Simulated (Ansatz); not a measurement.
Consider the redistribution: `O=C[SiH2][SiH3]` + `OCBF` → `O=C[SiH2]F` + `OCB[SiH3]`.

Gas-phase electronic energies from Ansatz, PBE0-D4/def2-TZVP geometries. CBS: MP2 limit from def2 TZ/QZ plus the TZ coupled-cluster correction, frozen cores. This one scheme is used for every species. Functionals use def2-TZVPP. Each species was taken in one conformer, which may not be the lowest.

| level | ΔE (kJ/mol) |
| --- | --- |
| r2SCAN-D4 | 48.8 |
| B2PLYP | 41.7 |
| PBE | 55.5 |
| MP2/def2-TZVPP | 39.1 |
| SCS-MP2/def2-TZVPP | 35.5 |
| CCSD(T)/def2-TZVPP | 42.2 |
| HF/CBS(def2) | 30.0 |
| MP2/CBS(def2) | 36.0 |

What does CCSD(T)/CBS give? (Best estimate.)

The calculation gave: +39.2 kJ/mol. The listed levels differ from it by 9.6, 2.5, 16.3, -0.1, -3.7, 3.0, -9.2, -3.2 kJ/mol.

Largest T1 diagnostic among the species: 0.016.

From PBE to PBE0 (25 % exact exchange), in def2-TZVPP and without D4, ΔE moves by −4.0 kJ/mol. In def2-TZVPP, CCSD(T) changes the Hartree–Fock value by +10.3 kJ/mol (the triples alone add +3.0 kJ/mol) and MP2 by +7.2 kJ/mol.
